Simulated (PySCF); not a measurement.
A structure optimised at PBE-D3(BJ)/def2-TZVP, used in a PySCF frequency run:

```xyz
5

Te     0.0000     0.0000    -0.3379
O     -1.5086     0.1143     0.9468
H     -1.7299    -0.7973     1.2120
O      1.5086    -0.1143     0.9468
H      1.7299     0.7973     1.2120
```

Task: Write its SMILES, formula and point group.

Result: O[Te]O, H2O2Te, C2

Task: What are its rotational constants (standard atomic weights)?

Result: 10.718, 6.2737, 4.0591 GHz
